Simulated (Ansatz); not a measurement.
GaCl3. Total charge 0; singlet. Geometry PBE0-D4/def2-SVP.

| atom | x (Å) | y (Å) | z (Å) |
| --- | --- | --- | --- |
| Ga1 | -0.542 | 0.795 | -0.985 |
| Cl2 | 0.592 | 1.380 | -2.739 |
| Cl3 | 0.309 | -1.735 | 2.736 |
| Cl4 | -0.360 | -0.440 | 0.989 |

The restricted singlet is unstable towards broken spin symmetry in Hartree–Fock (as tested in another run); at PBE-D4/def2-TZVP, r2SCAN-D4/def2-TZVP, PBE0-D4/def2-TZVP, BHLYP-D4/def2-TZVP and others this wasn't settled. In the singlet, Cl3 and Cl4 lie 2.28 Å apart (atoms count from 1), so these atoms are partly bonded to each other. Another isomer (singlet) lies 3.71 eV lower at PBE0-D4/def2-TZVP; other spin states weren't run for this one.

Q: Estimate the orbital energies around the gap (eV) in Ansatz with PBE-D4/def2-TZVP, r2SCAN-D4/def2-TZVP, PBE0-D4/def2-TZVP, BHLYP-D4/def2-TZVP, ωB97M-V/def2-TZVP.

A: 
```tsv
orbital	PBE-D4/def2-TZVP	r2SCAN-D4/def2-TZVP	PBE0-D4/def2-TZVP	BHLYP-D4/def2-TZVP	ωB97M-V/def2-TZVP
HOMO−9	-18.85	-19.70	-21.30	-23.64	-24.09
HOMO−8	-12.07	-12.52	-13.53	-14.77	-15.96
HOMO−7	-10.67	-11.10	-12.02	-13.14	-14.17
HOMO−6	-9.08	-9.50	-10.64	-12.06	-13.14
HOMO−5	-9.06	-9.49	-10.62	-12.06	-13.14
HOMO−4	-8.61	-9.02	-10.01	-11.19	-12.20
HOMO−3	-8.58	-9.00	-9.99	-11.17	-12.18
HOMO−2	-7.12	-7.34	-8.30	-9.61	-10.67
HOMO−1	-6.86	-7.19	-8.28	-9.60	-10.66
HOMO	-6.85	-7.16	-7.82	-8.45	-9.42
LUMO	-4.79	-4.85	-4.23	-3.52	-2.56
LUMO+1	-2.99	-2.88	-2.28	-1.51	-0.46
LUMO+2	-2.15	-1.93	-1.37	-0.53	0.46
LUMO+3	0.58	1.15	1.36	2.09	2.98
LUMO+4	2.23	2.84	3.04	3.75	4.63
LUMO+5	3.05	3.61	4.00	4.77	5.65
```
